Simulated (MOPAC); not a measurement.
MOPAC input (PM3):

```
PM3 FORCE THERMO(298,298) PRECISE LET GEO-OK AUX(PRECISION=9) THREADS=1
C4H8O

C    -2.27193714 1   -0.25794885 1   -0.06417059 1
C    -0.88244193 1    0.32759877 1   -0.17994784 1
C     0.17368265 1   -0.67161184 1    0.25541196 1
C     1.59164367 1   -0.17184543 1    0.17268485 1
O     1.91612805 1    0.93027444 1   -0.20416419 1
H    -2.39001686 1   -1.15199304 1   -0.69098031 1
H    -3.03412652 1    0.46601335 1   -0.37934261 1
H    -2.50510013 1   -0.55079171 1    0.96831465 1
H    -0.80539607 1    1.24813899 1    0.43178278 1
H    -0.69057650 1    0.64853808 1   -1.22289699 1
H    -0.01275765 1   -0.99308144 1    1.30056173 1
H     0.10226728 1   -1.59370154 1   -0.35701829 1
H     2.36872467 1   -0.88954700 1    0.48668427 1
```

Output:

```
 *******************************************************************************
 **                                                                           **
 **                              MOPAC v23.2.5                                **
 **                                                                           **
 *******************************************************************************
 ** MOPAC's Digital Object Identifier: https://doi.org/10.5281/zenodo.6511958 **
 **                                                                           **
 ** Please cite the open-source release paper for use of this MOPAC version:  **
 ** J. E. Moussa and J. J. P. Stewart (2026)                                  **
 ** MOPAC: An open-source semiempirical molecular orbital program             **
 ** J. Open Source Softw., 11(119), 8025, https://doi.org/10.21105/joss.08025 **
 *******************************************************************************

                              PM3 CALCULATION RESULTS

 *******************************************************************************
 *  PM3        - The PM3 Hamiltonian to be used
 *  GEO-OK     - OVERRIDE INTERATOMIC DISTANCE AND OTHER SAFETY CHECKS
 *  LET        - OVERRIDE SOME SAFETY CHECKS
 *  PRECISE    - TIGHTER CRITERIA TO BE USED
 *  FORCE      - FORCE CALCULATION SPECIFIED
 *  AUX        - OUTPUT AUXILIARY INFORMATION
 *  THERMO     - THERMODYNAMIC QUANTITIES TO BE CALCULATED
 *******************************************************************************
PM3 FORCE THERMO(298,298) PRECISE LET GEO-OK AUX(PRECISION=9) THREADS=1
 C4H8O

   ATOM   CHEMICAL          X               Y               Z
  NUMBER   SYMBOL      (ANGSTROMS)     (ANGSTROMS)     (ANGSTROMS)

     1       C         -2.27193714  *  -0.25794885  *  -0.06417059  *
     2       C         -0.88244193  *   0.32759877  *  -0.17994784  *
     3       C          0.17368265  *  -0.67161184  *   0.25541196  *
     4       C          1.59164367  *  -0.17184543  *   0.17268485  *
     5       O          1.91612805  *   0.93027444  *  -0.20416419  *
     6       H         -2.39001686  *  -1.15199304  *  -0.69098031  *
     7       H         -3.03412652  *   0.46601335  *  -0.37934261  *
     8       H         -2.50510013  *  -0.55079171  *   0.96831465  *
     9       H         -0.80539607  *   1.24813899  *   0.43178278  *
    10       H         -0.69057650  *   0.64853808  *  -1.22289699  *
    11       H         -0.01275765  *  -0.99308144  *   1.30056173  *
    12       H          0.10226728  *  -1.59370154  *  -0.35701829  *
    13       H          2.36872467  *  -0.88954700  *   0.48668427  *

          CARTESIAN COORDINATES

    NO.       ATOM           X           Y           Z

     1         C         -2.2719     -0.2579     -0.0642
     2         C         -0.8824      0.3276     -0.1799
     3         C          0.1737     -0.6716      0.2554
     4         C          1.5916     -0.1718      0.1727
     5         O          1.9161      0.9303     -0.2042
     6         H         -2.3900     -1.1520     -0.6910
     7         H         -3.0341      0.4660     -0.3793
     8         H         -2.5051     -0.5508      0.9683
     9         H         -0.8054      1.2481      0.4318
    10         H         -0.6906      0.6485     -1.2229
    11         H         -0.0128     -0.9931      1.3006
    12         H          0.1023     -1.5937     -0.3570
[...]
 TRANSITION DIPOLE   0.1631         C  3 -- H 11         +48.9% ( 68.8%)     97.8%
 TRAVEL (Ang.)       0.2168         C  2 -- C  3          +0.6% (  7.9%)     31.1%
 REDUCED MASS        0.4742         C  3 -- C  4          +0.6% (  7.7%)     28.3%
 EFFECTIVE MASS      1.2748
 FORCE CONSTANT      2.5582

 VIBRATION         30   18A'          ATOM PAIR      ENERGY CONTRIBUTION    RADIAL
 FREQUENCY          3040.86         C  2 -- H  9         +48.5% ( 68.6%)     97.7%
 TRANSITION DIPOLE   0.0826         C  2 -- H 10         +48.5% ( 68.6%)     97.7%
 TRAVEL (Ang.)       0.2177         C  1 -- H  7          +0.7% (  8.2%)     98.1%
 REDUCED MASS        0.4679         C  1 -- C  2          +0.6% (  7.8%)     25.3%
 EFFECTIVE MASS      1.2753
 FORCE CONSTANT      2.5489

 VIBRATION         31   13A"          ATOM PAIR      ENERGY CONTRIBUTION    RADIAL
 FREQUENCY          3077.70         C  1 -- H  8         +48.9% ( 72.1%)     97.0%
 TRANSITION DIPOLE   0.0139         C  1 -- H  6         +48.9% ( 72.1%)     97.0%
 TRAVEL (Ang.)       0.2081         C  1 -- C  2          +1.0% ( 10.2%)      0.0%
 REDUCED MASS        0.5058         C  1 -- H  7          +0.9% ( 10.0%)      0.0%
 EFFECTIVE MASS      1.5008
 FORCE CONSTANT      2.8230

 VIBRATION         32   19A'          ATOM PAIR      ENERGY CONTRIBUTION    RADIAL
 FREQUENCY          3084.38         C  1 -- H  7         +60.8% ( 80.4%)     98.7%
 TRANSITION DIPOLE   0.0246         C  1 -- H  6         +18.7% ( 44.6%)     86.0%
 TRAVEL (Ang.)       0.2162         C  1 -- H  8         +18.7% ( 44.6%)     86.0%
 REDUCED MASS        0.4679         C  1 -- C  2          +1.0% ( 10.3%)      0.0%
 EFFECTIVE MASS      1.5022
 FORCE CONSTANT      2.6227

 VIBRATION         33   20A'          ATOM PAIR      ENERGY CONTRIBUTION    RADIAL
 FREQUENCY          3181.12         C  1 -- H  7         +37.5% ( 58.9%)     97.7%
 TRANSITION DIPOLE   0.0320         C  1 -- H  8         +31.1% ( 53.7%)     96.7%
 TRAVEL (Ang.)       0.2538         C  1 -- H  6         +31.1% ( 53.7%)     96.7%
 REDUCED MASS        0.3291         C  1 -- C  2          +0.3% (  5.1%)     99.3%
 EFFECTIVE MASS      1.1372
 FORCE CONSTANT      1.9624

      SYMMETRY NUMBER FOR POINT-GROUP Cs  =  1

          SYSTEM IS A GROUND STATE

 C4H8O

          MOLECULE IS NOT LINEAR

          THERE ARE 33 GENUINE VIBRATIONS IN THIS SYSTEM
          THIS THERMODYNAMICS CALCULATION IS LIMITED TO
          MOLECULES WHICH HAVE NO INTERNAL ROTATIONS

                    CALCULATED THERMODYNAMIC PROPERTIES
                                          *
   TEMP. (K)   PARTITION FUNCTION   H.O.F.    ENTHALPY  HEAT CAPACITY ENTROPY
                                   KCAL/MOL   CAL/MOLE    CAL/K/MOL  CAL/K/MOL

 298.00  VIB.     0.3254D+02                  2243.5371    14.9527    14.4493
         ROT.     0.9182D+05                   888.2803     2.9808    25.6897
         INT.     0.2988D+07                  3131.8174    17.9335    40.1389
         TRA.     0.5920D+27                  1480.4672     4.9680    38.7410
         TOT.                      -54.128    4612.2845    22.9015    78.8799

   *: NOTE: HEATS OF FORMATION ARE RELATIVE TO THE
            ELEMENTS IN THEIR STANDARD STATE AT 298K
              (=  Standard Enthalpy of Formation).

            Hvib:  Zero-point energy is not included.
                   frequencies of less than zero cm-1 are not included.
            Hrot = (3/2)RT
            Htra = (3/2)RT + pV = (5/2)RT

            Heat capacity is Cp, not Cv

          For more information, see: HTTP://OpenMOPAC.net/Manual/thermochemistry.html

           FORCE CONSTANT IN CARTESIAN COORDINATES (Millidynes/A)

    ATOM   CHEMICAL       X               Y               Z
   NUMBER   SYMBOL  FORCE CONSTANT  FORCE CONSTANT  FORCE CONSTANT

      1       C        8.314149        8.380559        8.190257
      2       C        8.540747        8.223081        8.202486
      3       C        8.494171        8.439614        7.730327
      4       C       11.735246       14.631532        2.712969
      5       O        7.124608       10.174884        0.287131
      6       H        1.301825        1.693940        3.776971
      7       H        1.268884        4.859934        0.667738
      8       H        1.301800        1.693913        3.777024
      9       H        1.191710        1.705970        3.516620
     10       H        1.191688        1.705944        3.516667
     11       H        1.106756        1.698395        3.473633
     12       H        1.106778        1.698421        3.473585
     13       H        1.374247        4.142085        0.306901

 **********************
 *                    *
 * JOB ENDED NORMALLY *
 *                    *
 **********************

 == MOPAC DONE ==
```
